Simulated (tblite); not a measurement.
Parent: `[CH:1]#[C:2][Si@H:3]([CH3:4])[PH2:5]` with C2–Si3–P5–H -163° and -70°, C3H7PSi.

Structures optimised with GFN2-xTB, isolated species. One conformer each, not checked by frequencies here.

```csv
coordinate of the parent,value
C1≡C2,1.203 Å
C2–Si3,1.854 Å
Si3–C4,1.902 Å
Si3–P5,2.254 Å
C1–C2–Si3,178.4°
C2–Si3–C4,109.9°
C2–Si3–P5,106.7°
C4–Si3–P5,107.7°
```

Problem. How does the shared frame change in `[CH3:1][C:2](=[S:3])[C:4]#[C:5][Si@@H:6]([CH3:7])[PH2:8]` with C5–Si6–P8–H -46° and 46°, C5H9PSSi? Atoms pair as C1 = C4, C2 = C5, Si3 = Si6, C4 = C7, P5 = P8 (parent first).

Solution. 
```tsv
parent	relative	value in the relative	change
C1≡C2	C4≡C5	1.215 Å	+0.012
C2–Si3	C5–Si6	1.854 Å	0.000
Si3–C4	Si6–C7	1.901 Å	-0.001
Si3–P5	Si6–P8	2.255 Å	+0.001
C1–C2–Si3	C4–C5–Si6	175.4°	-3.0
C2–Si3–C4	C5–Si6–C7	108.4°	-1.5
C2–Si3–P5	C5–Si6–P8	110.8°	+4.1
C4–Si3–P5	C7–Si6–P8	109.0°	+1.3
```

Of the parent's bonds, C1–C2 changes most (+0.012 Å). Bonds of the relative outside the shared frame: C1–C2 1.491, C2=S3 1.639, C2–C4 1.398 Å. Point group C1 → C1.

Problem. How does the shared frame change in `[CH3:1][Si@@H:2]([PH2:3])[C:4]#[C:5][C:6]([CH3:7])([CH3:8])[CH3:9]` with C1–Si2–P3–H 76° and 168°, C7H15PSi? Atoms pair as C1 = C5, C2 = C4, Si3 = Si2, C4 = C1, P5 = P3 (parent first).

Solution. 
```json
{"parent": "C1≡C2", "relative": "C5≡C4", "value in the relative": "1.207 Å", "change": "+0.004"}
{"parent": "C2–Si3", "relative": "C4–Si2", "value in the relative": "1.850 Å", "change": "-0.004"}
{"parent": "Si3–C4", "relative": "Si2–C1", "value in the relative": "1.903 Å", "change": "+0.001"}
{"parent": "Si3–P5", "relative": "Si2–P3", "value in the relative": "2.258 Å", "change": "+0.004"}
{"parent": "C1–C2–Si3", "relative": "C5–C4–Si2", "value in the relative": "175.8°", "change": "-2.6"}
{"parent": "C2–Si3–C4", "relative": "C4–Si2–C1", "value in the relative": "109.9°", "change": "0.0"}
{"parent": "C2–Si3–P5", "relative": "C4–Si2–P3", "value in the relative": "111.3°", "change": "+4.6"}
{"parent": "C4–Si3–P5", "relative": "C1–Si2–P3", "value in the relative": "108.1°", "change": "+0.4"}
```

Of the parent's bonds, C1–C2, C2–Si3 and Si3–P5 change most and about equally (-0.004 to +0.004 Å). Bonds of the relative outside the shared frame: C5–C6 1.457, C6–C7 1.534, C6–C8 1.533, C6–C9 1.534 Å. Point group C1 → C1.

The numbers are calculated, not measured.
